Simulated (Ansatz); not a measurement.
Reaction (cleavage of the B–Ge bond): `[BH2][GeH2][F]` + `[AlH2][SH]` → `B[S][AlH2]` + `[F][GeH3]`

Gas-phase electronic energies from Ansatz, PBE0-D4/def2-TZVP geometries. CBS: MP2 limit from def2 TZ/QZ plus the TZ coupled-cluster correction, frozen cores. This one scheme is used for every species. Functionals use def2-TZVPP. B3LYP here is the variant with VWN-RPA as its local correlation; programs differ in this. HSE06 is defined as in plane-wave codes. For Ge outer-core shells are correlated without core-valence functions, which leaves a few kJ/mol of doubt a bond. Scalar relativity is left out up to krypton.

| level | ΔE (kcal/mol) | difference from CCSD(T)/CBS |
| --- | --- | --- |
| LDA (SPW92) | -23.5 | -1.8 |
| PBE-D4 | -22.4 | -0.7 |
| revPBE-D4 | -22.5 | -0.8 |
| BLYP-D4 | -21.9 | -0.2 |
| r2SCAN-D4 | -22.5 | -0.8 |
| B97M-V | -23.1 | -1.4 |
| PBE0-D4 | -22.4 | -0.7 |
| B3LYP-D4 | -22.0 | -0.3 |
| r2SCANh-D4 | -22.6 | -0.9 |
| r2SCAN0-D4 | -22.6 | -0.9 |
| HSE06-D4 | -22.4 | -0.7 |
| CAM-B3LYP-D4 | -21.9 | -0.2 |
| ωB97X-V | -21.6 | 0.1 |
| ωB97M-V | -22.3 | -0.6 |
| B2PLYP | -22.4 | -0.7 |
| PBE-QIDH | -23.0 | -1.3 |
| PBE | -22.1 | -0.4 |
| revPBE | -21.4 | 0.3 |
| BLYP | -21.2 | 0.5 |
| r2SCAN | -22.5 | -0.8 |
| PBE0 | -22.1 | -0.4 |
| B3LYP | -21.4 | 0.3 |
| r2SCAN0 | -22.6 | -0.9 |
| HSE06 | -22.2 | -0.5 |
| BHLYP | -21.6 | 0.1 |
| CAM-B3LYP | -21.6 | 0.1 |
| LC-ωPBE | -21.6 | 0.1 |
| RPA@PBE/def2-TZVPP | -21.6 | 0.1 |
| HF/def2-SVP | -22.1 | -0.4 |
| MP2/def2-SVP | -26.6 | -4.9 |
| CCSD/def2-SVP | -24.3 | -2.6 |
| CCSD(T)/def2-SVP | -25.0 | -3.3 |
| HF/def2-TZVPP | -20.7 | 1.0 |
| MP2/def2-TZVPP | -23.9 | -2.2 |
| CCSD/def2-TZVPP | -21.2 | 0.5 |
| CCSD(T)/def2-TZVPP | -22.1 | -0.4 |
| HF/def2-QZVPP | -20.9 | 0.8 |
| SCS-MP2/def2-QZVPP | -22.9 | -1.2 |
| HF/CBS(def2) | -21.0 | 0.7 |
| MP2/CBS(def2) | -23.6 | -1.9 |
| CCSD(T)/CBS | -21.7 | 0 |

Q: What do rigid-rotor, harmonic-oscillator terms from PBE0-D4/def2-TZVP frequencies (298.15 K, 1 bar) make of the CCSD(T)/CBS value? (Estimate.)

A: Ansatz gave: ΔZPE = +0.9 kcal/mol, ΔH = -21.1 kcal/mol, ΔS = -14 J/(mol·K), ΔG = -20.1 kcal/mol.

Largest T1 diagnostic among the species: 0.014.

In def2-TZVPP, CCSD(T) changes the Hartree–Fock value by −1.4 kcal/mol (the triples alone add −0.8 kcal/mol) and MP2 by −3.2 kcal/mol. At CCSD(T), def2-SVP lies −3.3 kcal/mol from the extrapolated value and def2-TZVPP −0.4 kcal/mol. Leaving LDA and LC-ωPBE aside and taking each functional with its dispersion term where it has one, the values spread over 1.4 kcal/mol, from B97M-V to ωB97X-V. LDA lies −1.4 kcal/mol from PBE without D4.
